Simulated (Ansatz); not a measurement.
`C[N](C)[GeH]` → 2 C• + Ge• + 7 H• + N•  (atomization)

Computed with Ansatz on PBE0-D4/def2-TZVP structures; ΔE is electronic, products minus reactants. CCSD(T)/CBS adds triple-zeta CCSD(T) − MP2 to the extrapolated MP2 energy (def2 sets, frozen cores). This one scheme is used for every species, atoms too. Functionals use def2-TZVPP. B3LYP here is the variant with VWN-RPA as its local correlation; programs differ in this. HSE06 is defined as in plane-wave codes. No spin–orbit coupling; open shells (•) take unrestricted orbitals. Spin–orbit coupling would lower the free atoms: a little for C; clearly for Ge. For Ge outer-core shells are correlated without core-valence functions, so the limit isn't a true one: a few kJ/mol of doubt a bond, and 10 to 20 or more in all where bonds break to atoms. Scalar relativity is left out up to krypton.

| level | ΔE (kcal/mol) | difference from CCSD(T)/CBS |
| --- | --- | --- |
| PBE-D4 | 942.0 | 17.7 |
| B3LYP-D4 | 927.5 | 3.2 |
| r2SCANh-D4 | 916.4 | -7.9 |
| ωB97M-V | 924.1 | -0.2 |
| PBE-QIDH | 914.5 | -9.8 |
| revPBE | 904.1 | -20.2 |
| HSE06 | 920.8 | -3.5 |
| LC-ωPBE | 915.5 | -8.8 |
| HF/def2-SVP | 664.5 | -259.8 |
| CCSD/CBS(def2) | 910.4 | -13.9 |
| CCSD(T)/CBS | 924.3 | 0 |

Largest T1 diagnostic among the species: 0.016.

Leaving LDA and LC-ωPBE aside and taking each functional with its dispersion term where it has one, the values, not all of them listed here, spread over 42.1 kcal/mol, from BHLYP-D4 to PBE-D4. LDA lies +121.2 kcal/mol from PBE without D4, its usual overbinding. In def2-TZVPP, CCSD(T) changes the Hartree–Fock value by +245.1 kcal/mol (the triples alone add +13.9 kcal/mol) and MP2 by +250.1 kcal/mol; breaking electron pairs costs correlation energy, which Hartree–Fock lacks.

For atomizations the MP2-based limit and the directly extrapolated one differ by several kJ/mol either way, and by 10 to 25 for some Ge, Se and Sn compounds, so smaller differences from it don't rank the levels.
